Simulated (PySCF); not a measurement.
CHAlF4O. Atoms are numbered in the order given.

```xyz
8

Al    -0.0184     0.2505     0.9811
C      0.0038    -0.2187    -0.9750
F     -0.4857     0.7734    -1.7663
F     -0.7396    -1.3333    -1.2316
F      1.2709    -0.4819    -1.4083
F     -0.5580     1.7555     1.4708
O      0.5310    -0.9394     2.0611
H      0.5791    -0.8516     3.0254
```
Charge 0, spin multiplicity 1.

The structure is a stationary point at PBE-D3(BJ)/def2-SVP. Other conformers were not sampled.

Calculation: PBE-D3(BJ)/def2-SVP (PySCF).

Frequencies are harmonic and unscaled.

A small imaginary wavenumber (i) marks a very flat motion, where grid noise or a shallow saddle decides the sign.

| mode | ν (cm⁻¹) | IR (km/mol) | moving atoms (share of kinetic energy) |
|---|---|---|---|
| 1 | 6i | 0.4 | F 75 %, O 24 % |
| 2 | 103 | 1.4 | F 65 %, O 24 % |
| 3 | 117 | 3.5 | F 74 %, O 10 % |
| 4 | 191 | 21.4 | F 58 %, O 29 %, H 9 % |
| 5 | 234 | 0.8 | F 67 %, Al 14 %, O 11 % |
| 6 | 279 | 34.6 | Al 64 %, F 26 % |
| 7 | 347 | 139.9 | H 88 %, O 11 % |
| 8 | 363 | 54.9 | Al 42 %, F 40 %, O 9 %, H 8 % |
| 9 | 498 | 1.9 | F 90 % |
| 10 | 499 | 0.0 | F 91 % |
| 11 | 535 | 132.0 | H 69 %, O 24 % |
| 12 | 695 | 16.7 | F 83 %, C 12 % |
| 13 | 803 | 128.9 | F 41 %, Al 34 %, O 19 % |
| 14 | 942 | 82.1 | Al 50 %, O 27 %, F 19 % |
| 15 | 1061 | 209.2 | C 70 %, F 30 % |
| 16 | 1082 | 235.6 | C 71 %, F 28 % |
| 17 | 1168 | 132.4 | C 75 %, F 22 % |
| 18 | 3822 | 102.4 | H 94 % |
